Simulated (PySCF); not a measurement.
VOCl2, SMILES [O]=[V+]([Cl])[Cl], charge +1, multiplicity 1.

Coordinates come from a PBE0-D3(BJ)/def2-SVP optimisation. The spin state was assumed, not searched. The isomer is the one that the SMILES or the coordinates give; other isomers of the formula were not compared.

Two levels are set side by side: TDA-PBE/def2-SVPD (PySCF) and TDA-M06-2X/def2-SVPD (PySCF). Vertical, same geometry. The lowest singlet is HOMO→LUMO 96 % with PBE and HOMO→LUMO 84 % with the other functional; states are paired by order. Differences are taken from unrounded values.

| quantity | TDA-M06-2X |
|---|---|
| lowest singlet excitation (eV) | 3.03 |
| lowest triplet excitation (TDA) (eV) | 2.71 |

Question: What does TDA-PBE give, and how far is it from TDA-M06-2X? (An estimate is asked for; the answer gives what the named calculation found.)

Answer: 
```csv
quantity,TDA-PBE,TDA-PBE minus TDA-M06-2X
lowest singlet excitation (eV),2.16,-0.87
lowest triplet excitation (TDA) (eV),1.95,-0.76
```

A lower first singlet is the usual sign of a functional without exact exchange. Differences between two approximate levels are no errors against the true value.

Rough cost on one machine, each run with all the roots and properties that it gave: TDA-M06-2X against TDA-PBE about 7 times.
